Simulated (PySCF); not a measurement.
C3H13BSSi.
Atom-mapped SMILES: `[CH3:1][S+:2]([CH3:3])[BH2-:4][CH2:5][SiH3:6]` (hydrogens: H7, H8, H9 on C1; H10, H11, H12 on C3; H13, H14 on B4; H15, H16 on C5; H17, H18, H19 on Si6)

Structure used (GFN2-xTB), in Å, numbered top down from 1:
```xyz
19
C3H13BSSi angstrom
C     -1.7648    1.3787    0.6720
S     -1.3235   -0.3478    1.0322
C     -2.5449   -1.1645   -0.0376
B      0.3492   -0.5757   -0.1011
C      1.5172    0.2404    0.6459
Si     3.1990    0.0332   -0.1962
H     -1.6057    1.5792   -0.3831
H     -1.1136    2.0078    1.2698
H     -2.8000    1.5494    0.9503
H     -3.5455   -0.9057    0.2943
H     -2.3820   -0.8618   -1.0672
H     -2.3860   -2.2333    0.0585
H      0.0059   -0.1290   -1.1506
H      0.4787   -1.7560   -0.0862
H      1.6165   -0.0888    1.6845
H      1.2941    1.3111    0.6901
H      3.1507    0.4892   -1.5903
H      4.2035    0.8467    0.5073
H      3.6413   -1.3637   -0.1698
```

PySCF, density fitting, gas phase, GFN2-xTB geometry. The standard run uses grid level 2 after a coarse-grid start, the def2-universal JK fitting basis (with tight functions added where the orbital basis needs them), an energy threshold of 1e-9 Eh and DIIS. The changed runs have no coarse-grid stage.

**Question.** Standard PBE0/pcSseg-1: E = -834.164303 Eh, HOMO -7.696 eV, LUMO 0.208 eV, dipole 5.508 D, 12 cycles (coarse-grid cycles included). What changes at PBE0/pcSseg-1 with: grid level 4, energy threshold 1e-11 Eh?

**Answer.** E = -834.164311 Eh (-0.008 mEh), HOMO -7.696 eV (0.000), LUMO 0.208 eV (0.000), dipole 5.508 D (0.000), 11 SCF cycles. The result matches the standard run within 0.02 mEh and 0.003 eV.

The cycles:
```
cycle   1  E = -834.0966133300  dE =  1.704e-01  |g| = 4.741e-01  |ddm| = 3.650e+00
cycle   2  E = -834.0692607316  dE =  2.735e-02  |g| = 5.681e-01  |ddm| = 1.120e+00
cycle   3  E = -834.1636343979  dE = -9.437e-02  |g| = 4.983e-02  |ddm| = 6.444e-01
cycle   4  E = -834.1641842696  dE = -5.499e-04  |g| = 2.172e-02  |ddm| = 6.508e-02
cycle   5  E = -834.1643011878  dE = -1.169e-04  |g| = 6.080e-03  |ddm| = 2.498e-02
cycle   6  E = -834.1643103168  dE = -9.129e-06  |g| = 1.238e-03  |ddm| = 7.259e-03
cycle   7  E = -834.1643107127  dE = -3.959e-07  |g| = 2.892e-04  |ddm| = 1.473e-03
cycle   8  E = -834.1643107354  dE = -2.268e-08  |g| = 7.927e-05  |ddm| = 3.904e-04
cycle   9  E = -834.1643107372  dE = -1.782e-09  |g| = 1.388e-05  |ddm| = 1.140e-04
cycle  10  E = -834.1643107372  dE = -5.252e-11  |g| = 7.274e-06  |ddm| = 2.575e-05
cycle  11  E = -834.1643107372  dE = -8.868e-12  |g| = 1.136e-06  |ddm| = 7.946e-06
```
